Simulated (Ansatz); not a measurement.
A nudged elastic band was laid between two geometries of H4OSZn (7 atoms, charge 0, multiplicity 1).

Method: RKS PBE0-D4/def2-SVP in Ansatz.

```json
{
  "movable images": "5",
  "climbing image": "yes",
  "spring": "5.0 eV/Å²",
  "optimiser": "quadratic models (default)",
  "start path": "through a guess of the saddle point",
  "force threshold": "0.05 eV/Å",
  "iteration limit": "60",
  "end points": "relaxed"
}
```

Image 0:

```xyz
7
Properties=species:S:1:pos:R:3
Zn 0.098 -0.522 1.064
H 0.045 -0.389 2.591
O 0.455 -1.075 -0.637
H -0.022 2.151 -0.509
S -1.110 1.351 -0.504
H 0.990 -1.851 -0.822
H -0.456 0.336 -1.183
```

Image 6:

```xyz
7
Properties=species:S:1:pos:R:3
Zn -0.311 -0.010 -0.742
H 1.094 0.272 2.037
O 1.021 -0.921 0.010
H 1.021 0.636 2.707
S -1.840 1.188 -1.698
H 0.752 -1.671 0.550
H -1.737 0.506 -2.863
```

(1) Which bonds break or form, and what moves?

(2) Give the energies along the band, and the barrier.

(3) What is the geometry of the highest image?

## Answers

(1) Bonds broken: Zn1–H2, H4–S5. Bonds formed: H2–H4. H4OSZn becomes H2 + H2OSZn.

(2) The forces met the threshold. The highest image is number 2 of 0 to 6, 102.9 kJ/mol above the first end and 127.5 kJ/mol above the last; the last end lies 24.6 kJ/mol below the first. Neighbouring images differ by up to 1.3 eV, so the band resolves the path poorly. A vibrational analysis at the climbing image gives one clearly imaginary mode, 1081i cm⁻¹: a first-order saddle point. The orbitals stay closed-shell, which can raise the energy where a bond breaks towards radicals; this wasn't checked here.

| image | path coordinate (Å) | energy (kJ/mol) | Zn1–H2 (Å) | H4–S5 (Å) | H2–H4 (Å) |
| --- | --- | --- | --- | --- | --- |
| 0 | 0.00 | 0.0 | 1.53 | 1.35 | 4.01 |
| 1 | 1.88 | 19.1 | 1.54 | 1.35 | 3.02 |
| 2 | 3.77 | 102.9 | 1.73 | 1.66 | 1.11 |
| 3 | 5.21 | -17.8 | 3.02 | 2.84 | 0.77 |
| 4 | 6.65 | -21.6 | 2.53 | 3.66 | 0.76 |
| 5 | 8.10 | -22.3 | 2.74 | 4.33 | 0.76 |
| 6 | 9.54 | -24.6 | 3.13 | 5.28 | 0.77 |

(3) 
```xyz
7
Properties=species:S:1:pos:R:3
Zn 0.127 -0.467 0.152
H 0.311 0.703 1.408
O 0.670 -2.031 -0.511
H -0.462 1.158 0.763
S -1.476 1.243 -0.554
H 1.345 -2.467 0.019
H -0.515 1.861 -1.277
```

Run time: 2.4 min on 2 threads of Intel(R) Xeon(R) 6975P-C (Granite Rapids), on a shared host, peak memory 0.2 GiB.
